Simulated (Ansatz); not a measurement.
Reaction (substitution at a C–Al bond): `C/[C]([AlH2])=C\O` + H–F → `C/C(F)=C\O` + `[AlH3]`

Program: Ansatz. Geometries: PBE0-D4/def2-TZVP. ΔE: electronic, gas phase. CCSD(T)/CBS is the MP2 limit (def2-TZVPP, def2-QZVPP) plus CCSD(T) − MP2 in def2-TZVPP, frozen cores. This one scheme is used for every species. Double bonds are as drawn, so ΔE can hold a change between cis and trans. DFT in def2-TZVPP. Each species was taken in one conformer, which may not be the lowest.

```json
{"level": "PBE0", "ΔE (kJ/mol)": "102.7"}
{"level": "MP2/def2-TZVPP", "ΔE (kJ/mol)": "128.6"}
{"level": "SCS-MP2/def2-TZVPP", "ΔE (kJ/mol)": "115.0"}
{"level": "MP2/def2-QZVPP", "ΔE (kJ/mol)": "131.6"}
```

(1) What does CCSD(T)/CBS give? (Estimate.)

Largest T1 diagnostic among the species: 0.012.

Results:

(1) Ansatz gave: +117.3 kJ/mol. The listed levels differ from it by -14.6, 11.3, -2.3, 14.3 kJ/mol.

In def2-TZVPP, CCSD(T) changes the Hartree–Fock value by +27.7 kJ/mol (the triples alone add +4.2 kJ/mol) and MP2 by +44.0 kJ/mol. The D4 term adds +8.6 kJ/mol with B3LYP and +4.7 kJ/mol with PBE0; it sums over pairs of atoms, weighted by their polarisabilities, and B3LYP, whose exchange is more repulsive, gets the larger term.

CCSD(T)/CBS has its own doubt, a few kJ/mol and more with outer-core shells, so smaller differences from it don't rank the levels.

B3LYP here is the variant with VWN-RPA as its local correlation; programs differ in this.
